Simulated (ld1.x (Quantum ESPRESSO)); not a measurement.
**u(r) = r·R(r): atom against pseudo-atom (P (Z = 15))**

Columns: radius, all-electron u(r) and pseudo u(r) of the 3s shell (level -23.06 eV) of phosphorus in the configuration [Ne] 3s2 3p2; BLYP, non-relativistic, TM scheme, ld1.x (Quantum ESPRESSO) 7.5.

```csv
r (bohr),all-electron,pseudo
0.062,0.2054,0.0292
0.125,0.0471,0.0587
0.188,-0.1594,0.0878
0.250,-0.3084,0.1160
0.312,-0.3832,0.1436
0.375,-0.3911,0.1711
0.438,-0.3467,0.1983
0.500,-0.2682,0.2252
0.562,-0.1684,0.2530
0.625,-0.0560,0.2832
0.688,0.0596,0.3165
0.750,0.1709,0.3535
0.812,0.2762,0.3955
0.875,0.3746,0.4439
0.938,0.4629,0.4975
1.000,0.5393,0.5533
1.062,0.6052,0.6092
1.125,0.6617,0.6623
1.188,0.7081,0.7081
1.250,0.7446,0.7446
1.312,0.7727,0.7727
1.375,0.7933,0.7933
1.438,0.8066,0.8066
1.500,0.8133,0.8133
1.562,0.8143,0.8143
1.625,0.8103,0.8103
```

Problem. How many radial nodes do the two functions have?

Solution. The all-electron 3s function has n − l − 1 = 2; the pseudo-wave has 0, since the states of the same l below it are removed with the core.

Problem. At about which radius was the pseudo-wave matched?

Solution. 1.25 bohr, where the columns begin to agree (steps of 0.06 bohr).

Problem. Is the pseudo-wave norm-conserving?

Solution. Yes: the TM scheme keeps the norm inside the radius equal to the all-electron one, which fixes the energy derivative of the logarithmic derivative at the level.
